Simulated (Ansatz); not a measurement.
# Ligand exchange: C2H8O2Si + CH7NSi → CH8O2Si2 + C2H7N

Species: C2H8O2Si `CO[SiH](C)O`, singlet; CH7NSi `CN[SiH3]`, singlet; CH8O2Si2 `CO[SiH](O)[SiH3]`, singlet; C2H7N (dimethylamine) `CNC`, singlet. The partners trade CH3 for SiH3: Si–CH3 and N–SiH3 bonds give way to Si–SiH3 and N–CH3.

Shapes, held fixed at every level: PBE0-D4/def2-TZVP. Flexible molecules stand in one conformer, not always the lowest. Programs: Ansatz 0.2.0. Electronic energies: no zero-point or thermal term.

```json
{"level": "HF/def2-TZVPP", "kind": "Hartree–Fock", "ΔE (kJ/mol)": "+136.3", "less CCSD(T)/CBS estimate": "+7.8"}
{"level": "PBE-D4/def2-TZVPP", "kind": "GGA", "ΔE (kJ/mol)": "+105.8", "less CCSD(T)/CBS estimate": "-22.7"}
{"level": "r2SCAN-D4/def2-TZVPP", "kind": "meta-GGA", "ΔE (kJ/mol)": "+124.5", "less CCSD(T)/CBS estimate": "-4.0"}
{"level": "PBE0-D4/def2-TZVPP", "kind": "global hybrid", "ΔE (kJ/mol)": "+114.5", "less CCSD(T)/CBS estimate": "-14.0"}
{"level": "wB97M-V/def2-TZVPP", "kind": "range-separated hybrid", "ΔE (kJ/mol)": "+132.5", "less CCSD(T)/CBS estimate": "+4.0"}
{"level": "wB97X-V/def2-TZVPP", "kind": "range-separated hybrid", "ΔE (kJ/mol)": "+122.0", "less CCSD(T)/CBS estimate": "-6.5"}
{"level": "CCSD(T)/CBS estimate", "kind": "coupled cluster or CI", "ΔE (kJ/mol)": "+128.5", "less CCSD(T)/CBS estimate": "0.0"}
```

The highest level, CCSD(T)/CBS estimate, gives ΔE = +128.5 kJ/mol; the levels span +105.8 to +136.3. The column of differences is taken from that level and isn't an error. No measured value is set beside it here. The CBS estimate extrapolates MP2 from def2-TZVPP and def2-QZVPP and adds CCSD(T) − MP2 in the triple-zeta set, cores frozen.
